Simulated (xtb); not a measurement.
xtb input (GFN2-xTB):

```bash
xtb mol.xyz --gfn 2 --ohess tight --chrg -1 --uhf 0
```
mol.xyz:
```
6

Si    -0.42116513     0.15966364     0.04828420
N      1.32145965     0.22111555    -0.31121521
H     -0.99893963     1.49514054    -0.17882390
H     -1.09001606    -0.80566896    -0.86698135
H     -0.58571897    -0.25713812     1.40808193
H      1.69796748    -0.72948045    -0.13349132
```

End of the output:

```
optimized geometry written to: xtbopt.xyz

           -------------------------------------------------
          | TOTAL ENERGY               -6.862859871669 Eh   |
          | TOTAL ENTHALPY             -6.824839480385 Eh   |
          | TOTAL FREE ENERGY          -6.853713993387 Eh   |
          | GRADIENT NORM               0.000195849848 Eh/α |
          | HOMO-LUMO GAP               5.508833678604 eV   |
           -------------------------------------------------

------------------------------------------------------------------------
------------------------------------------------------------------------
 total:
 SCF:
 ANC optimizer:
 analytical hessian:
```

It need not be the lowest isomer of its formula. Whether it binds its extra electron was not tested at this geometry.
